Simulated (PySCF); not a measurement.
An unknown is described by computed data only.

Formula: C7H11BO2.

- Rotational structure: rotational constants A, B, C: 3.990, 0.574, 0.512 GHz [PBE0-D3(BJ)/def2-SVP]
- 13C NMR: chemical shifts (computed TMS as zero) by class: 157.8 (1 C), 149.0 (1 C), 135.3 (1 C), 127.1 (1 C), 64.6 (2 C), 31.2 (1 C) ppm [GIAO B3LYP/pcSseg-1]
- 1H NMR: chemical shifts (computed TMS as zero) by class: 6.99 (1 H), 6.37 (1 H), 5.48 (1 H), 5.42 (1 H), 5.32 (1 H), 4.05 (4 H), 1.67 (2 H) ppm [GIAO B3LYP/pcSseg-1]
- Valence photoelectron: vertical ionisation energy: 8.40 eV [ΔSCF B3LYP/def2-SVPD]
- NMR, other nuclei: isotropic shieldings of nuclei other than C and H, by class: 73 (1 B), 214 (2 O) ppm [GIAO B3LYP/pcSseg-1]
- Dipole: 2.32 D [B3LYP/def2-SVPD]
- UV, first state: lowest singlet excitation: 5.10 eV (243 nm, f = 0.868) [TDDFT B3LYP/def2-SVPD]
- Polarisability: 115.2 au [B3LYP/def2-SVPD]

Gas-phase values; electronic properties from PySCF, density fitting. Levels stand in brackets. The structure is a single PBE0-D3(BJ)/def2-SVP conformer in the gas phase; no vibrational or solvent corrections. NMR classes are plain means over equivalent atoms (diastereotopic ones count apart unless rotation or inversion swaps them), as if these changed places fast.

Q: Give a SMILES that accounts for the data.

A: Numbering: `[CH2:1]=[CH:2]/[CH:3]=[CH:4]/[B:5]1[O:6][CH2:7][CH2:8][CH2:9][O:10]1`. 7 carbons fall into 6 classes; from least to most shielded: alkene CH carbon [C3] (157.8 ppm), alkene CH carbon [C2] (149.0 ppm), alkene CH carbon [C4] (135.3 ppm), terminal =CH2 carbon [C1] (127.1 ppm), ring sp3 carbon bound to oxygen [C7/C9] (64.6 ppm, 2 C), ring CH2 carbon [C8] (31.2 ppm). Hydrogen classes from least to most shielded: 1 H on an alkene CH carbon, C3 (6.99 ppm), 1 H on an alkene CH carbon, C2 (6.37 ppm), 1 H on an alkene CH carbon, C4 (5.48 ppm), 1 H on a terminal =CH2 carbon, C1 (5.42 ppm), 1 H on a terminal =CH2 carbon, C1 (5.32 ppm), 4 H on 2 like atoms (sp3 carbon bound to oxygen), C7/C9 (4.05 ppm), 2 H on a ring CH2 carbon, C8 (1.67 ppm, a mean of values up to 0.5 ppm apart in this geometry). The other shieldings belong to: 73 ppm, three-coordinate boron [B5]; 214 ppm, boron-bound oxygen [O6/O10]. S1 is mainly HOMO→LUMO (weight 0.96); the largest Löwdin shares of the orbital it empties are 0.25 on an alkene CH carbon, 0.23 on the terminal =CH2 carbon, 0.18 on an alkene CH carbon and 0.16 on an alkene CH carbon, of the orbital it fills 0.22 on the terminal =CH2 carbon, 0.21 on an alkene CH carbon, 0.17 on an alkene CH carbon and 0.12 on an alkene CH carbon. The optimised geometry has point group C1 and is an asymmetric top. Structure: `C=C/C=C/B1OCCCO1`. Computed isomers that give other values at the same levels: `[BH2-]1OC=CC(C2CCC2)=[O+]1` (rotational constant A: 3.356 GHz; this holds for the one conformer computed); `C#C[C@H](C)B1OCCCO1` (13C chemical shifts (computed TMS as zero) by class: 89.7 (1 C), 69.7 (1 C), 64.9 (2 C), 30.9 (1 C), 17.4 (1 C), 14.5 (1 C) ppm); `C#C[C@H](CC=C)CB(O)O` (13C chemical shifts (computed TMS as zero) by class: 149.4 (1 C), 125.6 (1 C), 93.2 (1 C), 70.4 (1 C), 48.1 (1 C), 28.4 (1 C), 23.9 (1 C) ppm). The assignments are read from this structure; whether some other isomer fits the data as well wasn't checked.
